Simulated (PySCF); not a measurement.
BrCl, triplet, geometry from GFN2-xTB (a higher spin typed on purpose: for a closed-shell molecule this is an excited state), atoms displaced at random by about 0.02 Å a coordinate; PBE/STO-3G run with PySCF.

PySCF was given this input:
```python
from pyscf import gto, scf, dft
from pyscf.geomopt import geometric_solver

mol = gto.M(
    atom='''
Cl   -0.00930861    0.02671196   -1.75786595
Br   -0.01877023   -0.03366802    0.85688560
''',
    basis='sto-3g',
    spin=2,
    verbose=3,
)

def method(m):
    mf = dft.UKS(m)
    mf.xc = 'pbe'
    return mf

conv, mol_eq = geometric_solver.kernel(method(mol), maxsteps=100)
print('optimisation converged:', conv)
print(mol_eq.tostring(format='xyz'))
mf = method(mol_eq)
mf.kernel()
```

The log (banner, timings and long lists left out):

```
Custom engine selected.
Bonds will be generated from interatomic distances less than 1.20 times sum of covalent radii
6 internal coordinates being used (instead of 6 Cartesians)
Internal coordinate system (atoms numbered from 1):
Distance 1-2
Translation-X 1-2
Translation-Y 1-2
Translation-Z 1-2
Rotation-A 1-2
Rotation-B 1-2
Rotation-C 1-2
<class 'geometric.internal.Distance'> : 1
<class 'geometric.internal.TranslationX'> : 1
<class 'geometric.internal.TranslationY'> : 1
<class 'geometric.internal.TranslationZ'> : 1
<class 'geometric.internal.RotationA'> : 1
<class 'geometric.internal.RotationB'> : 1
<class 'geometric.internal.RotationC'> : 1
> ===== Optimization Info: ====
> Job type: Energy minimization
> Maximum number of optimization cycles: 100
> Initial / maximum trust radius (Angstrom): 0.100 / 0.300
> Convergence Criteria:
> Will converge when all 5 criteria are reached:
>  |Delta-E| < 1.00e-06
>  RMS-Grad  < 3.00e-04
>  Max-Grad  < 4.50e-04
>  RMS-Disp  < 1.20e-03
>  Max-Disp  < 1.80e-03
> === End Optimization Info ===

Geometry optimization cycle 1
Cartesian coordinates (Angstrom)
 Atom        New coordinates             dX        dY        dZ
  Cl  -0.009309   0.026712  -1.757866    0.000000  0.000000  0.000000
  Br  -0.018770  -0.033668   0.856886    0.000000  0.000000  0.000000

WARN: Mole.unit (angstrom) is changed to Bohr

SCF not converged.
SCF energy = -3000.47045703528 after 50 cycles  <S^2> = 2  2S+1 = 3
--------------- UKS_Scanner gradients ---------------
         x                y                z
0 Cl     0.0000179410     0.0001170933    -0.0054382858
1 Br    -0.0000223940    -0.0001377798     0.0054669355
----------------------------------------------
cycle 1: E = -3000.47045704  dE = -3000.47  norm(grad) = 0.00771336
Traceback (most recent call last):
  File "input.py", line 19, in <module>
RuntimeError: Nuclear gradients of <pyscf.scf.hf.UKS_Scanner object> not converged
```

The program stopped with an error.
